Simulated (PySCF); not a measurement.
Electronic structure of As (arsenic, neutral) at the UHF level

Configuration: [Ar] 3d10 4s2 4p2 4d1, one real determinant (an excited configuration). All numbers are calculated (PySCF 2.14, scalar relativity through the core potential, in aug-cc-pVTZ-PP with ECP10MDF).

| Property | Result |
| --- | --- |
| Total energy | -330.890322 hartree |
| One-electron energy | -583.5986 hartree |
| Hartree (Coulomb) energy | 278.2761 hartree |
| Exchange energy | -25.5678 hartree |
| ⟨S²⟩ | 3.7551 |
| ⟨L²⟩ | 8.011 |
| Sum of ⟨r⟩ | 24.95 bohr |
| Sum of ⟨r²⟩ | 55.34 bohr² |
| Traceless quadrupole moment −½Σ⟨3z² − r²⟩ along its main axis | -3.22 e·bohr² |

| shell | electrons | mean orbital energy (eV) | spread (eV) | rms radius, mean of both spins (bohr) |
| --- | --- | --- | --- | --- |
| 3s α | 1 | -224.34 | 0 | 0.641 |
| 3s β | 1 | -224.01 | 0 | 0.641 |
| 3p α | 3 | -167.56 | 0.001 | 0.668 |
| 3p β | 3 | -167.17 | 0.514 | 0.668 |
| 3d α | 5 | -60.623 | 0.359 | 0.743 |
| 3d β | 5 | -60.363 | 0.502 | 0.743 |
| 4s α | 1 | -24.489 | 0 | 2.07 |
| 4s β | 1 | -19.341 | 0 | 2.07 |
| 4p α | 2 | -12.682 | 0 | 2.56 |
| 4d α | 1 | -0.770 | 0 | 4.97 |

⟨L²⟩ = 8.01 against 12 for a pure F term, so this real determinant mixes terms. Energies and moments cover only the electrons outside the core potential. The outer electron is Rydberg-like, and this basis confines it to a smaller radius and binds it less than a complete one would.
